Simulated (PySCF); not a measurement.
SMILES C=Cc1ccc(cc1)C=C (C10H10) (GFN2-xTB optimised geometry):

```
20

C     -1.076    -3.676     0.000
C     -1.527    -2.427     0.000
C     -0.727    -1.210     0.000
C     -1.376     0.028     0.000
C     -0.669     1.210     0.000
C      0.727     1.210     0.000
C      1.527     2.427     0.000
C      1.076     3.676     0.000
C      1.376    -0.027     0.000
C      0.669    -1.210     0.000
H     -0.027    -3.919     0.000
H     -1.752    -4.514     0.000
H     -2.597    -2.258     0.000
H     -2.457     0.054     0.000
H     -1.208     2.145     0.000
H      2.597     2.259     0.000
H      1.752     4.514     0.000
H      0.027     3.919     0.000
H      2.457    -0.054     0.000
H      1.208    -2.145     0.000
```

Calculation: PBE/def2-SVP run with PySCF.

Task: What are the frontier orbital energies and the dipole moment?

Result: HOMO-2 -6.68 eV, HOMO-1 -6.38 eV, HOMO -5.30 eV, LUMO -2.22 eV, LUMO+1 -1.01 eV; dipole moment 0.00 D.

Meta-Löwdin charges at PBE/def2-SVP: C1 -0.23, C2 -0.09, C3 0.01, C4 -0.10, C5 -0.10, C6 0.01, C7 -0.09, C8 -0.23, C9 -0.10, C10 -0.10, H11 0.10, H12 0.11, H13 0.10, H14 0.10, H15 0.11, H16 0.10, H17 0.11, H18 0.10, H19 0.10, H20 0.11.
